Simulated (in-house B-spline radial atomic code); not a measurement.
**Ionising Zn2+ with different functionals**

Computed with an all-electron radial atomic-structure program (B-spline basis): scalar-relativistic (spin-free X2C) Hamiltonian, Fermi nucleus of rms radius 3.9283 fm, spin-polarised at highest spin, spherical fractional occupations for the functionals, the average over the highest-spin determinants for Hartree-Fock. The ionisation energy is the difference of two self-consistent energies, [Ar] 3d10 → [Ar] 3d9, without Breit or QED terms; ε is the level of the shell that loses the electron (its least bound occupied spin orbital).

Hybrids are left out here: with spherical fractional occupations of an open shell their exact exchange keeps a self-interaction that integer-occupation calculations don't have.

```json
{"method": "Hartree-Fock", "rung": "Hartree-Fock", "ΔSCF (eV)": "37.13", "-ε(3d) (eV)": "41.40"}
{"method": "LDA VWN5", "rung": "LDA", "ΔSCF (eV)": "40.63", "-ε(3d) (eV)": "31.23"}
{"method": "LDA PW92", "rung": "LDA", "ΔSCF (eV)": "40.62", "-ε(3d) (eV)": "31.23"}
{"method": "LDA exchange-only", "rung": "LDA", "ΔSCF (eV)": "38.86", "-ε(3d) (eV)": "29.58"}
{"method": "PBE", "rung": "GGA", "ΔSCF (eV)": "40.24", "-ε(3d) (eV)": "30.85"}
{"method": "PBEsol", "rung": "GGA", "ΔSCF (eV)": "40.22", "-ε(3d) (eV)": "30.83"}
{"method": "BLYP", "rung": "GGA", "ΔSCF (eV)": "40.25", "-ε(3d) (eV)": "30.89"}
{"method": "RPBE", "rung": "GGA", "ΔSCF (eV)": "40.12", "-ε(3d) (eV)": "30.73"}
{"method": "PW91", "rung": "GGA", "ΔSCF (eV)": "40.36", "-ε(3d) (eV)": "30.97"}
{"method": "BP86", "rung": "GGA", "ΔSCF (eV)": "40.32", "-ε(3d) (eV)": "30.94"}
{"method": "AM05", "rung": "GGA", "ΔSCF (eV)": "40.24", "-ε(3d) (eV)": "30.85"}
{"method": "OLYP", "rung": "GGA", "ΔSCF (eV)": "40.35", "-ε(3d) (eV)": "30.92"}
{"method": "TPSS", "rung": "meta-GGA", "ΔSCF (eV)": "40.08", "-ε(3d) (eV)": "30.69"}
{"method": "SCAN", "rung": "meta-GGA", "ΔSCF (eV)": "40.38", "-ε(3d) (eV)": "31.04"}
{"method": "r2SCAN", "rung": "meta-GGA", "ΔSCF (eV)": "40.39", "-ε(3d) (eV)": "31.04"}
{"method": "revTPSS", "rung": "meta-GGA", "ΔSCF (eV)": "39.96", "-ε(3d) (eV)": "30.59"}
```

(1) How do they compare with the NIST value?

## Answers

(1) NIST lists 39.723 eV (measured, ground level to ground level). Errors run from -2.60 to +0.90 eV; revTPSS is closest (+0.24 eV), but part of that can be cancellation, since the calculations leave out spin-orbit coupling, Breit-QED terms, multiplet and fine-structure energies. Hartree-Fock also lacks correlation.
